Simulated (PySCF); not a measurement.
## How methods differ on the ionisation energy of Mg⁺

Mg⁺ [Ne] 3s1 (2S) → Mg²⁺ [Ne] (1S), as a difference of total energies. Computed with PySCF 2.14 in x2c-QZVPPall (9s6p5d2f, 66 functions), with scalar relativity by spin-free X2C-1e. Correlated levels: valence and next inner shell: 1s2 frozen. The calculations carry no spin-orbit coupling.

```csv
method,ionisation energy (eV),error (eV)
UHF,14.745,-0.290
LDA,15.377,+0.342
PBE,15.360,+0.325
PBE0,15.255,+0.220
r2SCAN,15.039,+0.004
PW91,15.401,+0.366
wB97M-V,15.128,+0.093
B97-3,14.993,-0.042
LC-wPBE,15.179,+0.144
MP2 (valence and next inner shell),14.981,-0.054
SCS-MP2 (valence and next inner shell),14.930,-0.105
```

Reference: 15.035 eV (measured; NIST Atomic Spectra Database, ionization energies).

Errors of the correlated levels include the incompleteness of this basis and the frozen core.
